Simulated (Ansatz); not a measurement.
One change: `C[CH2][GeH]` becomes `C[CH2][Ge][O]C`.

Ansatz, PBE0-D4/def2-TZVP geometries, multiplicity 1. Each molecule was computed in one conformer, which needn't be the lowest.

Outer-core shells of Ge are correlated without core-valence functions. Scalar relativity is left out up to krypton. Spin–orbit coupling is left out.

```tsv
property	`C[CH2][GeH]`
LUMO energy (B3LYP/def2-TZVPP) / eV	-2.78
HOMO–LUMO gap (PBE0/def2-TZVPP) / eV	3.75
vertical ionisation energy (CCSD(T)/def2-TZVPP) / eV	8.59
size of the dipole moment (ωB97M-V/def2-TZVPP) / D	0.79
HOMO–LUMO gap (B3LYP/def2-TZVPP) / eV	3.34
zero-point energy (PBE0-D4/def2-TZVP) / kJ/mol	184.1
```

Problem. What does the change do to each property? (Best estimate.)

Solution. Computed: 
```tsv
property	`C[CH2][Ge][O]C`	shift
LUMO energy (B3LYP/def2-TZVPP) / eV	-1.97	0.81
HOMO–LUMO gap (PBE0/def2-TZVPP) / eV	4.48	0.73
vertical ionisation energy (CCSD(T)/def2-TZVPP) / eV	8.34	-0.25
size of the dipole moment (ωB97M-V/def2-TZVPP) / D	0.46	-0.33
HOMO–LUMO gap (B3LYP/def2-TZVPP) / eV	4.07	0.73
zero-point energy (PBE0-D4/def2-TZVP) / kJ/mol	278.8	94.7
```

With PBE0 the HOMO rises by 0.06 eV and the LUMO rises by 0.79 eV, so the gap widens by about 0.73 eV. PBE moves the HOMO by 0.12 eV and ωB97M-V by 0.05 eV. The zero-point energy changes by 94.7 kJ/mol with +12 modes. Dipoles are sizes alone; their direction can turn.

B3LYP here is the variant with VWN-RPA as its local correlation; programs differ in this.
